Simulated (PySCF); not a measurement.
Method: CAM-B3LYP-D3(BJ)/def2-TZVP (PySCF). Isolated molecules, 0 K electronic values unless said otherwise. Delta-SCF ions had no search for a lower state. Excitations are Tamm–Dancoff values on a coarser integration grid. The basis has no diffuse functions, so Rydberg states are missing or too high.

Reference species (SMILES): `C1=CC=C1` (neutral, multiplicity 1).

* **T1 excitation (TDA)**: 1.28 eV
* **S1–T1 gap (TDA)**: 1.76 eV
* **vertical ionisation energy (Delta-SCF)**: 7.94 eV

Changed species: `C=CC#C`.

### Question
Predict the effect on the T1 excitation (TDA), S1–T1 gap (TDA) and vertical ionisation energy (Delta-SCF).

### Answer
the T1 excitation (TDA) rises by 2.30 eV, to 3.58 eV; the S1–T1 gap (TDA) rises by 0.27 eV, to 2.03 eV; the vertical ionisation energy (Delta-SCF) increases by 1.53 eV, to 9.47 eV.
